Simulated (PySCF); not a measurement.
# Spinor energies of Cu¹⁰⁺ (copper, charge +10)

Start: [Ar] 3d1; 3d3/2 filled at m_j = +3/2. Calculated with PySCF 2.14 in an even-tempered Gaussian basis (17 s from 0.64 bohr⁻², ratio 2.8; 12 p from 0.83 bohr⁻², ratio 2.8; 8 d from 0.83 bohr⁻², ratio 2.8; 4 f from 2.4 bohr⁻², ratio 3): generalised Hartree-Fock with the X2C-1e Hamiltonian and a Gaussian nucleus; one run each with spin-orbit coupling (SO) switched off, then screened by Boettger's factors.

```csv
spinor shell,electrons,"ε, spin-free (eV)","ε, screened SO (eV)",weight of nominal j (screened SO),"rms radius, screened SO (bohr)"
1s1/2,2,-9328.3,-9328.1,1.000,0.0602
2s1/2,2,-1420.4,-1420.4,1.000,0.253
2p1/2,2,-1260.5,-1275.4,1.000,0.225
2p3/2,4,-1260.5,-1253.2,1.000,0.228
3s1/2,2,-387.96,-387.94,1.000,0.692
3p1/2,2,-334.17,-338.39,0.918,0.697
3p3/2,4,-334.17,-332.08,0.959,0.704
3d3/2,1,-266.00,-266.29,0.998,0.678
```

```csv
quantity,spin-free,screened SO
E (hartree),-1615.32431,-1615.37875
M_J,3/2,3/2
⟨J²⟩,4.225,3.761
⟨L²⟩,6.004,6.005
⟨S²⟩,0.751,0.752
```

Each row is a mean over spinors that exchange with the open shell spreads, by up to 7.680 eV (3p1/2).

Without spin-orbit coupling the j labels of p, d and f shells carry no meaning; the spin-free column gives the mean over the occupied spinors of each nl shell, and its ⟨J²⟩ belongs to a mixture of degenerate components.
